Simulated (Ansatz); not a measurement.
A structure relaxed at PBE-D4/def2-SVP in Ansatz, charge 0, singlet:

```
atom   x (Å)   y (Å)   z (Å)
 Ge1   0.505   2.023   0.038
 Ge2   0.264  -1.970  -2.209
 Ge3   0.476  -1.115   3.060
 Ge4  -1.825   0.935  -2.335
 Ge5   2.655  -1.612   1.641
 Ge6  -1.875  -1.271   1.730
 Te7   1.026   0.700  -2.226
 Te8  -1.966   1.159   0.611
 Te9   1.889   0.994   2.093
Te10   0.290  -2.589   0.563
Te11   0.863   4.410  -0.271
Te12  -2.303  -1.666  -2.694
```

(1) Give its formula.

(2) Summarise the bond lengths by kind (pairs closer than 1.2 times the sum of covalent radii, bridged metal pairs left out).

## Answers

(1) the cluster Ge6Te6.

(2) 16 × Ge–Te 2.43 to 2.96 Å; 2 × Ge–Ge 2.65 to 2.71 Å.

In the def2 sets Te takes a core potential; there is no spin–orbit coupling. The restricted singlet is unstable towards broken spin symmetry in Hartree–Fock (as tested in another run); at PBE-D4/def2-SVP this wasn't settled. Another isomer (singlet) lies 0.93 eV lower at PBE0-D4/def2-TZVP; other spin states weren't run for this one.
